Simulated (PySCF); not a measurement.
Species: C3H5GeN.
SMILES with atom numbers: `[CH2:1]=[CH:2][GeH2:3][C:4]#[N:5]` (hydrogens: H6, H7 on C1; H8 on C2; H9, H10 on Ge3)

Geometry (PBE0-D3(BJ)/def2-SVP, Å), atoms numbered from 1 in this order:
```xyz
10
C3H5GeN angstrom
C     -1.707   -0.325   -0.094
C     -0.596   -0.220    0.640
Ge     0.979    0.689   -0.004
C      2.396   -0.611   -0.193
N      3.243   -1.396   -0.294
H     -1.784    0.100   -1.101
H     -2.597   -0.844    0.280
H     -0.563   -0.663    1.642
H      0.733    1.289   -1.394
H      1.517    1.733    0.983
```

Computed, not measured: PBE0-D3(BJ)/def2-SVP geometry optimisation, gas phase (PySCF).

Masses are those of the commonest isotopes; rigid-rotor values at the optimised geometry. The values belong to one conformer with, in the numbering `[CH2:1]=[CH:2][GeH2:3][C:4]#[N:5]`, C1–C2–Ge3–C4 -115°.

(1) Give the principal moments of inertia and the rotational constants in cm⁻¹.

(2) Classify the top.

(3) Is it planar, by Δ = Ic − Ia − Ib?

(4) Give the other two planar moments, Paa and Pbb, and the rms extents of the mass along the axes.

(5) Which lines would a microwave search look for?

(6) Estimate the classical rotational partition function at 25 K, 100 K and 500 K.

Results:

(1) Ia = 76.49, Ib = 255.29, Ic = 308.62 u·Å²; 505379 MHz·u·Å²/I gives 6607, 1980 and 1638 MHz, that is A = 0.22038, B = 0.06603, C = 0.05462 cm⁻¹.

(2) An asymmetric top; Ray's κ = -0.862.

(3) Not planar: Δ = Ic − Ia − Ib = -23.17 u·Å². For a rigid frame Δ = −2 Σ m c², so Σ m c² = 11.59 u·Å² lies off the ab plane: 7.19 from hydrogen and 4.40 from heavier atoms. The atom farthest from that plane is 1.51 Å away.

(4) Paa = Σ m a² = (Ib + Ic − Ia)/2 = 243.71 and Pbb = Σ m b² = (Ia + Ic − Ib)/2 = 64.91 u·Å². With the mass M = 128.96 u, the rms extents √(P/M) along a, b and c are 1.37, 0.71, 0.30 Å.

(5) The dipole components are |μa| = 3.99 D, |μb| = 1.36 D, |μc| = 0.11 D. Intensities carry the squares of the components, which stand as 1.00 : 0.12 : 0.00 (a : b : c). Some lines, for components of 0.1 D or more:

```json
{"type": "a", "branch": "Q", "J(Ka,Kc)": "3(1,2) ← 3(1,3)", "MHz": "2052", "lower level (cm⁻¹)": "0.849"}
{"type": "a", "branch": "R", "J(Ka,Kc)": "1(0,1) ← 0(0,0)", "MHz": "3617", "lower level (cm⁻¹)": "0.000"}
{"type": "a", "branch": "R", "J(Ka,Kc)": "3(1,3) ← 2(1,2)", "MHz": "10327", "lower level (cm⁻¹)": "0.505"}
{"type": "c", "branch": "Q", "J(Ka,Kc)": "3(2,2) ← 3(1,2)", "MHz": "13381", "lower level (cm⁻¹)": "0.918"}
{"type": "a", "branch": "R", "J(Ka,Kc)": "4(0,4) ← 3(0,3)", "MHz": "14289", "lower level (cm⁻¹)": "0.721"}
{"type": "a", "branch": "R", "J(Ka,Kc)": "4(3,2) ← 3(3,1)", "MHz": "14503", "lower level (cm⁻¹)": "2.165"}
{"type": "a", "branch": "R", "J(Ka,Kc)": "4(3,1) ← 3(3,0)", "MHz": "14507", "lower level (cm⁻¹)": "2.165"}
{"type": "a", "branch": "R", "J(Ka,Kc)": "4(2,2) ← 3(2,1)", "MHz": "14634", "lower level (cm⁻¹)": "1.367"}
{"type": "a", "branch": "R", "J(Ka,Kc)": "4(1,3) ← 3(1,2)", "MHz": "15114", "lower level (cm⁻¹)": "0.918"}
{"type": "b", "branch": "Q", "J(Ka,Kc)": "3(2,2) ← 3(1,3)", "MHz": "15432", "lower level (cm⁻¹)": "0.849"}
{"type": "c", "branch": "R", "J(Ka,Kc)": "2(2,0) ← 1(1,0)", "MHz": "21477", "lower level (cm⁻¹)": "0.286"}
{"type": "c", "branch": "R", "J(Ka,Kc)": "3(2,1) ← 2(1,1)", "MHz": "24824", "lower level (cm⁻¹)": "0.539"}
{"type": "b", "branch": "R", "J(Ka,Kc)": "3(2,1) ← 2(1,2)", "MHz": "25850", "lower level (cm⁻¹)": "0.505"}
{"type": "c", "branch": "R", "J(Ka,Kc)": "4(2,2) ← 3(1,2)", "MHz": "28106", "lower level (cm⁻¹)": "0.918"}
{"type": "c", "branch": "R", "J(Ka,Kc)": "4(2,3) ← 3(1,3)", "MHz": "29887", "lower level (cm⁻¹)": "0.849"}
{"type": "b", "branch": "R", "J(Ka,Kc)": "4(2,2) ← 3(1,3)", "MHz": "30157", "lower level (cm⁻¹)": "0.849"}
{"type": "c", "branch": "R", "J(Ka,Kc)": "3(3,0) ← 2(2,0)", "MHz": "34837", "lower level (cm⁻¹)": "1.003"}
{"type": "c", "branch": "R", "J(Ka,Kc)": "4(3,1) ← 3(2,1)", "MHz": "38419", "lower level (cm⁻¹)": "1.367"}
{"type": "c", "branch": "R", "J(Ka,Kc)": "4(4,0) ← 3(3,0)", "MHz": "48059", "lower level (cm⁻¹)": "2.165"}
{"type": "b", "branch": "R", "J(Ka,Kc)": "4(4,0) ← 3(3,1)", "MHz": "48060", "lower level (cm⁻¹)": "2.165"}
```

(6) Point group C1, symmetry number σ = 1; q = (√π/σ)·√((kT/h)³/(ABC)), k/h = 20836.6 MHz/K: 4550 at 25 K, 36400 at 100 K, 407000 at 500 K.

No frequency check. These are rigid-rotor constants of the computed structure; measured ground-state constants (B0) also hold zero-point vibration. Quadrupole hyperfine structure (14N) is left out.
